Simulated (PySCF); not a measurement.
First SCF of a structure search on quintet CoNCl₂, at a hand-made T-shaped (ligand arrangement 1) geometry. PySCF input:

```python
from pyscf import gto, scf, dft
mol = gto.M(atom='''
Co     0.000000     0.000000     0.000000
N     -1.629000     0.000000     0.056900
Cl     0.000000     0.000000     2.100000
Cl     2.098700     0.000000     0.073300''',
    basis={'Co': 'def2-TZVP', 'N': 'def2-TZVP', 'Cl': 'def2-TZVP'},
    charge=0, spin=4)
mf = dft.UKS(mol, xc='PBE0')
mf.grids.atom_grid = (50, 194)
aux = {'Co': 'def2-universal-JKFIT', 'N': 'def2-universal-JKFIT', 'Cl': 'def2-universal-JKFIT'}
mf = mf.density_fit(auxbasis=aux)
mf.conv_tol = 1e-08
mf.diis_space = 10
mf.max_cycle = 60
mf.init_guess = 'minao'
mf.verbose = 4
mf.kernel()
```

Excerpt of the output (cycles alone):

```
init E= -2356.40750579551
cycle= 1 E= -2340.23754471507  delta_E= 16.2  |g|= 5.78  |ddm|= 26.7
cycle= 2 E= -2266.64425903084  delta_E= 73.6  |g|= 16.2  |ddm|= 28.2
cycle= 3 E= -2326.62655304289  delta_E=  -60  |g|= 10.8  |ddm|= 7.62
cycle= 4 E= -2337.08574117304  delta_E= -10.5  |g|= 8.83  |ddm|= 2.99
cycle= 5 E= -2341.4016173546  delta_E= -4.32  |g|= 7.33  |ddm|= 4.89
cycle= 6 E= -2346.46731395435  delta_E= -5.07  |g|= 5.78  |ddm|=  3.5
cycle= 7 E= -2348.58635621814  delta_E= -2.12  |g|= 5.09  |ddm|= 2.77
cycle= 8 E= -2354.22304504959  delta_E= -5.64  |g|=  3.4  |ddm|= 2.47
cycle= 9 E= -2354.27193740842  delta_E= -0.0489  |g|= 2.99  |ddm|= 1.34
cycle= 10 E= -2355.3499375108  delta_E= -1.08  |g|= 2.47  |ddm|=  1.5
cycle= 11 E= -2357.04577866374  delta_E= -1.7  |g|= 0.79  |ddm|= 1.42
cycle= 12 E= -2357.23024007897  delta_E= -0.184  |g|= 0.322  |ddm|= 0.503
cycle= 13 E= -2357.26310576859  delta_E= -0.0329  |g|= 0.133  |ddm|= 0.219
... 16 lines left out ...
cycle= 30 E= -2357.27642624324  delta_E= -1.87e-06  |g|= 0.000651  |ddm|= 0.00324
cycle= 31 E= -2357.27642656913  delta_E= -3.26e-07  |g|= 0.000606  |ddm|= 0.00219
cycle= 32 E= -2357.27642680153  delta_E= -2.32e-07  |g|= 8.8e-05  |ddm|= 0.0019
cycle= 33 E= -2357.27642684974  delta_E= -4.82e-08  |g|= 7.75e-05  |ddm|= 0.000632
cycle= 34 E= -2357.27642686828  delta_E= -1.85e-08  |g|= 6.12e-05  |ddm|= 0.000231
cycle= 35 E= -2357.27642689074  delta_E= -2.25e-08  |g|= 5.42e-05  |ddm|= 0.000377
cycle= 36 E= -2357.27642691446  delta_E= -2.37e-08  |g|= 3.73e-05  |ddm|= 0.000612
cycle= 37 E= -2357.27642692249  delta_E= -8.04e-09  |g|= 1.96e-05  |ddm|= 0.000349
Extra cycle  E= -2357.27642692226  delta_E= 2.32e-10  |g|= 3.97e-05  |ddm|= 4.76e-05
converged SCF energy = -2357.27642692226  <S^2> = 6.0878057  2S+1 = 5.0349998
```

No lower solution of this spin was found from smeared starts or by a stability analysis within the unrestricted form.

Open d and f shells are described by one determinant, and the ground state may have another occupation or spin.

The search for the lowest solution, 3 starts and the stability check together, took 47 s on 4 threads of a shared Arm Neoverse V1 host, with 150 basis functions; the process peaked at 0.64 GiB.
